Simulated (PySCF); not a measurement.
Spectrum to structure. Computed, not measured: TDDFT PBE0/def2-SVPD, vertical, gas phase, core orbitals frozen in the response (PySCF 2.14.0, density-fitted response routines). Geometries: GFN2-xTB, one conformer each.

| state | ν̃ (cm⁻¹) | f | main configurations (H = HOMO, L = LUMO) |
| --- | --- | --- | --- |
| S1 | 44620 | 0.0003 | H→L (94%) |
| S2 | 50070 | 0.011 | H→L+2 (85%) |
| S3 | 52600 | 0.014 | H→L+3 (82%), H→L+1 (9%) |
| S4 | 53900 | 0.113 | H→L+4 (58%), H→L+1 (37%) |
| S5 | 55280 | 0.330 | H→L+1 (42%), H→L+4 (25%), H→L+3 (15%) |
| S6 | 58280 | 0.015 | H→L+5 (56%), H→L+6 (36%) |

**Question.** Which candidate is it? All have the formula C3H8O2Si.
A. `[SiH3]OC1COC1`
B. `[SiH3]O[C@@H]1CCO1`
C. `C=C[Si@@H](O)OC`
D. `C/C=C/O[SiH2]O`
E. `CO[Si@@H](C)C=O`

**Answer.** D. Its S1 lies at 5.53 eV; the nearest of the others has S1 at 6.17 eV. S1 is HOMO→LUMO (94%). Löwdin shares by element: HOMO carbon 65%, oxygen 21% or more; LUMO silicon 28%, oxygen 27% or more, hydrogen 22% or more (atoms not listed hold the other 24%). At the same level the other candidates give, for their lowest levels:
- `[SiH3]O[C@@H]1CCO1`: 6.95 eV (f 0.005); 7.35 eV (f 0.016); 7.58 eV (f 0.018); 7.70 eV (f 0.026); 7.87 eV (f 0.010); T1 6.72 eV; HOMO -7.77, LUMO 0.44 eV
- `C=C[Si@@H](O)OC`: 6.17 eV (f 0.002); 6.90 eV (f 0.022); 7.09 eV (f 0.229); 7.29 eV (f 0.004); 7.32 eV (f 0.135); T1 4.28 eV; HOMO -8.05, LUMO -0.49 eV
- `[SiH3]OC1COC1`: 6.41 eV (f 0.006); 6.80 eV (f 0.002); 6.95 eV (f 0.005); 7.32 eV (f 0.019); 7.43 eV (f 0.001); T1 6.21 eV; HOMO -7.43, LUMO -0.02 eV
- `CO[Si@@H](C)C=O`: 3.10 eV (f 0.001); 5.71 eV (f 0.012); 5.98 eV (f 0.000); 6.33 eV (f 0.012); 6.48 eV (f 0.024); T1 2.38 eV; HOMO -6.80, LUMO -1.55 eV

Conformer computed: `[CH3:1]/[CH:2]=[CH:3]/[O:4][SiH2:5][OH:6]`: C2–C3–O4–Si5 171°, C3–O4–Si5–O6 174°, H–O6–Si5–O4 179°.
Triplets come from the Tamm–Dancoff approximation.

Without π bonds the low states are Rydberg-like; a valence basis with one diffuse set may place them up to an eV too high.
